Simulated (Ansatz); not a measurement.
AlSn₂₈H₃₆, a doped nanocrystal cut from the lattice of tin (Al on a surface site). Total charge 0; doublet. Geometry PBE-D4/def2-SVP.

Cartesian coordinates in Å:
```
Sn -4.949 0.174 -2.277
Sn -3.308 4.300 -0.696
Sn -2.440 0.397 1.576
Sn -3.925 -3.709 0.029
Sn -0.626 -1.460 -2.268
Sn 0.462 -5.364 -0.045
Sn -0.665 4.387 3.110
Sn 1.013 2.548 -0.814
Sn 3.680 2.565 2.902
Sn 1.792 -1.278 1.663
Sn 3.743 -2.958 -2.267
Al 5.203 0.659 -1.238
Sn -5.891 -2.371 -1.494
Sn -2.626 5.770 1.618
Sn -3.465 -2.130 2.319
Sn -1.916 1.974 3.863
Sn -4.335 1.756 -0.019
Sn -2.647 -0.265 -3.843
Sn -0.948 4.027 -2.211
Sn -0.084 0.084 0.039
Sn 1.093 -3.945 2.304
Sn -1.557 -4.009 -1.483
Sn 1.691 -1.836 -3.841
Sn 2.870 -5.555 -1.508
Sn 2.580 0.194 3.944
Sn 1.647 3.976 1.538
Sn 3.385 2.270 -2.338
Sn 5.812 1.690 1.253
Sn 4.171 -1.485 0.150
H -6.168 0.968 -3.240
H -4.515 5.173 -1.606
H -4.516 -5.282 0.498
H -0.058 -6.981 0.362
H -0.275 5.307 4.541
H 4.366 3.524 4.190
H 5.238 -3.066 -3.159
H 6.455 0.145 -2.108
H -7.339 -2.216 -0.544
H -6.300 -3.302 -2.905
H -4.032 6.027 2.609
H -2.047 7.337 1.138
H -4.976 -1.891 3.149
H -2.389 -2.917 3.432
H -3.442 2.346 4.613
H -0.986 1.074 5.021
H -5.798 1.961 0.913
H -2.064 1.205 -4.560
H -3.030 -1.360 -5.140
H -1.275 3.300 -3.755
H -0.301 5.613 -2.520
H -0.229 -3.951 3.431
H 2.457 -4.680 3.095
H -1.924 -4.948 -2.910
H 1.318 -2.982 -5.096
H 2.194 -0.367 -4.613
H 2.670 -6.493 -2.961
H 4.095 -6.335 -0.552
H 1.244 0.439 5.026
H 3.779 -0.742 4.788
H 2.277 5.548 1.111
H 3.938 3.921 -2.394
H 2.869 1.916 -3.960
H 6.838 3.057 0.861
H 6.791 0.635 2.236
H 5.374 -2.386 1.039
```

In the def2 sets Sn takes a core potential; there is no spin–orbit coupling. B3LYP takes the VWN-RPA correlation. Single mean-field runs in def2-SVP, def2-mTZVP are fitted with def2-universal-jkfit.

Problem. Estimate the α-spin orbital energies around the gap (eV) in Ansatz with PBE-D4/def2-SVP, r2SCAN-D4/def2-SVP, r2SCAN-D4/def2-mTZVP, B3LYP-D4/def2-SVP, PBE0-D4/def2-SVP.

Solution. 
```json
{"orbital": "HOMO−5", "PBE-D4/def2-SVP": "-5.90", "r2SCAN-D4/def2-SVP": "-6.13", "r2SCAN-D4/def2-mTZVP": "-6.20", "B3LYP-D4/def2-SVP": "-6.53", "PBE0-D4/def2-SVP": "-6.73"}
{"orbital": "HOMO−4", "PBE-D4/def2-SVP": "-5.86", "r2SCAN-D4/def2-SVP": "-6.09", "r2SCAN-D4/def2-mTZVP": "-6.16", "B3LYP-D4/def2-SVP": "-6.50", "PBE0-D4/def2-SVP": "-6.69"}
{"orbital": "HOMO−3", "PBE-D4/def2-SVP": "-5.81", "r2SCAN-D4/def2-SVP": "-6.04", "r2SCAN-D4/def2-mTZVP": "-6.10", "B3LYP-D4/def2-SVP": "-6.42", "PBE0-D4/def2-SVP": "-6.62"}
{"orbital": "HOMO−2", "PBE-D4/def2-SVP": "-5.76", "r2SCAN-D4/def2-SVP": "-5.98", "r2SCAN-D4/def2-mTZVP": "-6.05", "B3LYP-D4/def2-SVP": "-6.37", "PBE0-D4/def2-SVP": "-6.56"}
{"orbital": "HOMO−1", "PBE-D4/def2-SVP": "-5.68", "r2SCAN-D4/def2-SVP": "-5.90", "r2SCAN-D4/def2-mTZVP": "-5.96", "B3LYP-D4/def2-SVP": "-6.29", "PBE0-D4/def2-SVP": "-6.49"}
{"orbital": "HOMO", "PBE-D4/def2-SVP": "-5.27", "r2SCAN-D4/def2-SVP": "-5.57", "r2SCAN-D4/def2-mTZVP": "-5.63", "B3LYP-D4/def2-SVP": "-5.91", "PBE0-D4/def2-SVP": "-6.13"}
{"orbital": "LUMO", "PBE-D4/def2-SVP": "-3.08", "r2SCAN-D4/def2-SVP": "-2.95", "r2SCAN-D4/def2-mTZVP": "-3.03", "B3LYP-D4/def2-SVP": "-2.68", "PBE0-D4/def2-SVP": "-2.41"}
{"orbital": "LUMO+1", "PBE-D4/def2-SVP": "-2.84", "r2SCAN-D4/def2-SVP": "-2.74", "r2SCAN-D4/def2-mTZVP": "-2.83", "B3LYP-D4/def2-SVP": "-2.41", "PBE0-D4/def2-SVP": "-2.21"}
{"orbital": "LUMO+2", "PBE-D4/def2-SVP": "-2.77", "r2SCAN-D4/def2-SVP": "-2.67", "r2SCAN-D4/def2-mTZVP": "-2.75", "B3LYP-D4/def2-SVP": "-2.33", "PBE0-D4/def2-SVP": "-2.14"}
{"orbital": "LUMO+3", "PBE-D4/def2-SVP": "-2.73", "r2SCAN-D4/def2-SVP": "-2.63", "r2SCAN-D4/def2-mTZVP": "-2.72", "B3LYP-D4/def2-SVP": "-2.29", "PBE0-D4/def2-SVP": "-2.11"}
{"orbital": "LUMO+4", "PBE-D4/def2-SVP": "-2.71", "r2SCAN-D4/def2-SVP": "-2.61", "r2SCAN-D4/def2-mTZVP": "-2.69", "B3LYP-D4/def2-SVP": "-2.26", "PBE0-D4/def2-SVP": "-2.08"}
{"orbital": "LUMO+5", "PBE-D4/def2-SVP": "-2.60", "r2SCAN-D4/def2-SVP": "-2.50", "r2SCAN-D4/def2-mTZVP": "-2.58", "B3LYP-D4/def2-SVP": "-2.14", "PBE0-D4/def2-SVP": "-1.96"}
{"orbital": "β HOMO", "PBE-D4/def2-SVP": "-5.67", "r2SCAN-D4/def2-SVP": "-5.89", "r2SCAN-D4/def2-mTZVP": "-5.96", "B3LYP-D4/def2-SVP": "-6.28", "PBE0-D4/def2-SVP": "-6.47"}
{"orbital": "β LUMO", "PBE-D4/def2-SVP": "-4.91", "r2SCAN-D4/def2-SVP": "-4.92", "r2SCAN-D4/def2-mTZVP": "-4.96", "B3LYP-D4/def2-SVP": "-4.61", "PBE0-D4/def2-SVP": "-4.49"}
```
